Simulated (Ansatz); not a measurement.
The pair A = AsH3 (SMILES [AsH3]) (first 4 atoms), B = H4OSi (SMILES O[SiH3]); geometry from B3LYP-D3(BJ)/def2-TZVP.
(charge 0, multiplicity 1):
```xyz
10

As    -0.37087    -0.12669    -0.24454
H     -1.82746    -0.18720    -0.67451
H      0.14982    -0.50947    -1.62038
H     -0.25697     1.36492    -0.51510
O      0.74549    -1.33136     2.91455
Si     0.62260    -0.07275     3.97119
H      0.48654    -1.16334     1.99905
H      1.50757     1.05873     3.59256
H      1.02767    -0.59621     5.29146
H     -0.76562     0.45121     4.04750
```

Cores are frozen in the correlated methods. Filled d and f shells under p-block atoms count as core. MP2 and its Hartree–Fock in def2-QZVPPD, def2-TZVPPD are density fitted.

Run with Ansatz (an electronic-structure program) with Gaussian orbitals. 

The counterpoise-corrected interaction energy is E(AB) − E(A in the pair's basis) − E(B in the pair's basis). Total energies (hartree):

```json
[
 {"level": "HF/def2-TZVPPD", "AB": "-2602.1440548", "A in the pair's basis": "-2235.9322469", "B in the pair's basis": "-366.2107957"},
 {"level": "MP2/def2-TZVPPD", "AB": "-2602.6843614", "A in the pair's basis": "-2236.0904261", "B in the pair's basis": "-366.5894603"},
 {"level": "HF/def2-QZVPPD", "AB": "-2602.2018993", "A in the pair's basis": "-2235.9773638", "B in the pair's basis": "-366.2235371"},
 {"level": "MP2/def2-QZVPPD", "AB": "-2602.7806598", "A in the pair's basis": "-2236.1457499", "B in the pair's basis": "-366.6301307"},
 {"level": "MP2/def2-SVPD", "AB": "-2602.1140707", "A in the pair's basis": "-2235.7850644", "B in the pair's basis": "-366.3250435"},
 {"level": "CCSD(T)/def2-SVPD", "AB": "-2602.1816765", "A in the pair's basis": "-2235.8174181", "B in the pair's basis": "-366.3605894"}
]
```

Question: Work out the counterpoise-corrected interaction energy at the basis-set limit: extrapolate the MP2 correlation part as X⁻³, take Hartree–Fock from the larger set, and add the CCSD(T) − MP2 difference of def2-SVPD.

Answer: 
1. Differences (1 hartree = 627.509 kcal/mol): HF/def2-TZVPPD -0.635; MP2/def2-TZVPPD -2.808; HF/def2-QZVPPD -0.627; MP2/def2-QZVPPD -2.999; MP2/def2-SVPD -2.487; CCSD(T)/def2-SVPD -2.302.
2. Correlation parts, MP2 less HF: -2.173 in def2-TZVPPD (X = 3), -2.372 in def2-QZVPPD (X = 4).
3. Limit (4³·(-2.372) − 3³·(-2.173))/(4³ − 3³) = -2.518; with HF/def2-QZVPPD it gives -3.145.
4. CCSD(T) less MP2 in def2-SVPD: 0.184.
Result: -2.96 kcal/mol, against -2.81 at MP2/def2-TZVPPD. It is an estimate of this method's limit, not of the exact value.
